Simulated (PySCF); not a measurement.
# Orbital picture of GeCl⁺

PBE0 at R = 2.084 Å; PySCF, scalar-relativistic core potentials, basis sets Ge cc-pVDZ-PP with ECP10, Cl cc-pV(D+d)Z. State: ¹Σ⁺ (singlet), closed shell. Only the outer orbitals are listed, counted within each symmetry, core potentials removing the inner ones.

| orbital | occ. | ε (eV) | on Ge (%) | main shells (%) |
| --- | --- | --- | --- | --- |
| 7σ | 2 | -30.05 | 11 | 87 Cl s |
| 8σ | 2 | -21.37 | 66 | 65 Ge s, 24 Cl p, 10 Cl s |
| 4π | 2 | -16.32 | 12 | 88 Cl p, 10 Ge p |
| 4π | 2 | -16.32 | 12 | 88 Cl p, 10 Ge p |
| 9σ | 2 | -16.22 | 52 | 47 Cl p, 26 Ge p, 25 Ge s |
| 5π | 0 | -9.57 | 90 | 90 Ge p, 9 Cl p |
| 5π | 0 | -9.57 | 90 | 90 Ge p, 9 Cl p |
| 10σ | 0 | -6.00 | 86 | 77 Ge p, 16 Cl p |

Task: Which are the highest filled and the lowest empty level, where do they sit, and how wide is the gap?

Result: Highest filled 9σ at -16.22 eV (in %: 47 Cl p, 26 Ge p, 25 Ge s); lowest empty 5π at -9.57 eV (in %: 90 Ge p, 9 Cl p); the gap at PBE0 is 6.65 eV.

```json
{"bond order (Mayer)": "1.61", "⟨S²⟩": "0.000", "charge on Ge (Mulliken, basis-dependent)": "0.95", "charge on Ge (Löwdin, basis-dependent)": "0.88", "dipole moment (positive dipole points towards Cl; it is taken about the centre of mass and depends on that origin)": "-2.37 D", "polarisability along the bond": "44.7 bohr³", "polarisability across the bond": "20.5 bohr³"}
```
